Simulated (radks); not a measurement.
Task: Radial electron density D(r) = 4 pi r^2 rho(r) of an atom or ion with 41 electrons. Method: scalar-relativistic Kohn-Sham, PBE, spin-polarised, spherical densities, finite nucleus; Fermi nuclear charge, rms radius of each element as measured or else 0.836 A^(1/3) + 0.57 fm; computed with a radial shooting solver on a logarithmic mesh with Libxc functionals.

```
   r/bohr * D(r) (the largest magnitude, 67.4, reaches the edge; | marks zero)
 0.003954 |       *
  0.00453 |         *
 0.005149 |           *
 0.005899 |             *
 0.006758 |                *
 0.007743 |                   *
 0.008871 |                       *
  0.01016 |                          *
  0.01164 |                              *
  0.01323 |                                  *
  0.01516 |                                     *
  0.01737 |                                        *
   0.0199 |                                          *
   0.0228 |                                           *
  0.02612 |                                           *
  0.02993 |                                          *
  0.03401 |                                        *
  0.03897 |                                      *
  0.04464 |                                     *
  0.05115 |                                     *
   0.0586 |                                       *
  0.06714 |                                          *
  0.07692 |                                               *
  0.08742 |                                                   *
   0.1002 |                                                      *
   0.1147 |                                                      *
   0.1315 |                                                  *
   0.1506 |                                            *
   0.1726 |                                      *
   0.1977 |                                   *
   0.2247 |                                  *
   0.2574 |                                     *
   0.2949 |                                        *
   0.3379 |                                          *
   0.3871 |                                       *
   0.4435 |                               *
   0.5081 |                       *
   0.5775 |                *
   0.6617 |           *
    0.758 |         *
   0.8685 |         *
    0.995 |         *
     1.14 |         *
    1.306 |       *
    1.484 |     *
    1.701 |   *
    1.948 |  *
    2.232 | *
    2.557 |*
     2.93 *
    3.357 *
    3.815 *
    4.371 *
    5.008 *
    5.737 *
```

What is the nuclear charge?

Result: Z = 43. The innermost maximum, from 1s, lies near gamma/Z bohr with gamma = sqrt(1 - (Z/c)^2) = 0.949, here 0.0221 bohr (found: 0.0241), and its height grows with Z. The density is that of the technetium ion Tc2+ in [Ar] 3d10 4s1.75 4p6 4d5.25; the configuration itself is not fixed sharply by these data, and Z only to a few units. D(r) has 4 maxima, at r = 0.0241, 0.107, 0.330, 0.987 bohr, and minima at 0.0484, 0.212, 0.795 bohr, inside which lie 2.03, 11.10, 29.19 electrons.
